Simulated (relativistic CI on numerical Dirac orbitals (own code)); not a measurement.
Hyperfine structure of Bi II, mass number 209

Computed by Dirac-Coulomb-Breit CI, separate exchange-only KLI orbitals for each configuration, model QED (radiative potential, 1s self-energy scaled to tabulated hydrogen-like ionisation energies), valence Slater integrals scaled by 0.85, P86 correlation energy added to each configuration (own radial code, finite nucleus).

Configurations in the expansion (outside the closed core [Xe] 4f14 5d10): 6s2 6p2, 6s2 6p 7s, 6s 6p3, 6s2 6p 6d, 6s2 6p 7p, 6s2 6p 5f, 6s2 6p 7d, 6s2 6d2, 6p4, 6s2 6p 8s, 6s2 6p 8p, 6s 6p2 6d, 6s2 5f2, 6s2 6p 6f, 6s2 6p 8d, 6s2 6p 5g. Levels of other configurations are missing.

Nuclear spin I = 9/2, μ = 4.092 μN, Q = -0.516 b (tables of Stone and Pyykkö). The electronic factors are computed for point nuclear moments, without core polarisation; leaving it out makes A of s and p electrons in near-neutral atoms 20 to 40 % too small, and it can dominate for d and f shells.

```json
{"Level": "6s2 6p2 3P_1", "E (cm⁻¹)": "13173.3", "A (MHz)": "-1817", "B (MHz)": "-563"}
{"Level": "6s2 6p2 3P_2", "E (cm⁻¹)": "17298.2", "A (MHz)": "3637", "B (MHz)": "-101"}
{"Level": "6s2 6p2 1D_2", "E (cm⁻¹)": "34010.6", "A (MHz)": "1220", "B (MHz)": "-964"}
{"Level": "6s2 6p 7s 3P°_1", "E (cm⁻¹)": "73169.5", "A (MHz)": "11110", "B (MHz)": "103"}
{"Level": "6s 6p3 5S°_2", "E (cm⁻¹)": "73859.0", "A (MHz)": "14430", "B (MHz)": "-107"}
{"Level": "6s2 6p 6d 3F°_2", "E (cm⁻¹)": "82283.6", "A (MHz)": "3389", "B (MHz)": "10.8"}
{"Level": "6s2 6p 6d 3F°_3", "E (cm⁻¹)": "85247.2", "A (MHz)": "2936", "B (MHz)": "426"}
{"Level": "6s2 6p 7p 3D_1", "E (cm⁻¹)": "87240.8", "A (MHz)": "7873", "B (MHz)": "1.52"}
```

Levels with J = 0, under 50 % of one LS term, or S terms without an open s electron are left out. Small factors come from cancelling terms and can be off by tens of per cent or more.

For a near-neutral ion this model can misplace configurations by up to about 10,000 cm⁻¹ (more where the count of f electrons changes) and terms by 10 to 25 % of their spread. Rates follow the energies as ν³ (E1, M1) or ν⁵ (E2), so they and the lifetimes can be off by large factors. The fine structure of a lone outer electron comes out too small, for d and f at times inverted, and misplaced configurations move strength between like terms. 9 of the 25 excited levels that our extract of the measured tables holds in this range could be paired (the sources list more); they are missed by 2256 cm⁻¹ on average and 4349 at most, and levels without a partner can miss by more.

Task: Give the hyperfine levels of 6s2 6p2 3P_1 relative to its centre of gravity.

Result: With K = F(F + 1) − I(I + 1) − J(J + 1), E = AK/2 + B[¾K(K + 1) − I(I + 1)J(J + 1)]/[2I(2I − 1)J(2J − 1)]: F = 7/2: 9733, F = 9/2: 2192, F = 11/2: -8315 MHz.

LS names give the leading component of a level, which can be under half, so a name can repeat, a term be missing and a line seem to break the LS rules.
